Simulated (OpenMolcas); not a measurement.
## Kr3+: effect of the active space

```json
{"Program": "OpenMolcas", "Method": "CASSCF or its RAS form", "Basis": "ANO-RCC-VTZP", "Scalar Hamiltonian": "DKH2, point nucleus", "Spin-orbit coupling": "RASSI with atomic mean-field integrals over the reference wave functions, term energies averaged over their components"}
```

A. 3 electrons in 3 orbitals (4p); 2S+1 = 4 odd, 1 root; 2S+1 = 2 odd, 8 roots; cost roughly 2.7 core-seconds
B. 5 electrons in 4 orbitals (4s 4p); 2S+1 = 4 odd, 1 root; 2S+1 = 2 odd, 8 roots; 2S+1 = 4 even, 3 roots; 2S+1 = 2 even, 9 roots; cost of the order of 11 core-seconds
C. 5 electrons in 8 orbitals (4s 4p 5s 5p); 2S+1 = 4 odd, 1 root; 2S+1 = 2 odd, 8 roots; 2S+1 = 4 even, 3 roots; 2S+1 = 2 even, 9 roots; cost roughly 19 core-seconds
D. 5 electrons in 9 orbitals (RAS2 4s 4p; RAS3 4d, at most 2 electrons); 2S+1 = 4 odd, 1 root; 2S+1 = 2 odd, 11 roots; 2S+1 = 4 even, 3 roots; 2S+1 = 2 even, 9 roots; cost of the order of 29 core-seconds

Energies in cm⁻¹ above 4s² 4p³ ⁴S°_3/2, the measured ground level; measured values from Saloman, J. Phys. Chem. Ref. Data 36, 215 (2007).

| Level | A | B | C | D | Measured |
| --- | --- | --- | --- | --- | --- |
| 4s² 4p³ ⁴S°_3/2 | 0.0 | 0.0 | 0.0 | 0.0 | 0.0 |
| 4s² 4p³ ²D°_3/2 | 22005 | 21589 | 21257 | 21571 | 17038 |
| 4s² 4p³ ²D°_5/2 | 23229 | 23292 | 23019 | 22938 | 18700 |
| 4s² 4p³ ²P°_1/2 | 38316 | 33023 | 32441 | 35565 | 31056 |
| 4s² 4p³ ²P°_3/2 | 39989 | 35131 | 34613 | 37327 | 33406 |

Deviations, from unrounded energies. A percentage is the sum of absolute deviations over the sum of measured energies, with the sign that they share, or ± where signs differ.

| Against measurement | Levels | A | B | C | D |
| --- | --- | --- | --- | --- | --- |
| mean absolute deviation (cm-1) | 4 | 5800 | 3200 | 2800 | 4300 |
| other terms of the ground configuration (%) | 4 | +23.3 | +12.8 | +11.1 | +17.2 |

C lies closest to measurement on these levels and A furthest from it. The largest miss of C in the table is 4s² 4p³ ²D°_5/2, by +4300 cm-1. The ranking rests on the paired levels alone, and a cruder setting can come out closer through cancelling errors.

Among A to D the level of the table that moves most is 4s² 4p³ ²P°_1/2, by 5900 cm-1 (lowest in C, highest in A).

With the s shell closed, the reference lacks s² → p² mixing (holds for A). Active for correlation alone: 5p 5s; no level in the range computed is led by a configuration that fills them, so any true level of that kind is missing (holds for C). The run also gave levels led by 4s² 4p² 4d, which use shells meant for correlation; these and all levels above them are left out (holds for D). Measured partners are found by configuration, term and J. A level has none where our copy of the source lacks it or the pairing is in doubt (some pairs that miss far off the trend of their configuration count as doubtful), and it then counts in no deviation. Only configurations of the active space appear. The table leaves out levels that lie high or whose names do not pair safely across all columns.

° marks odd parity.
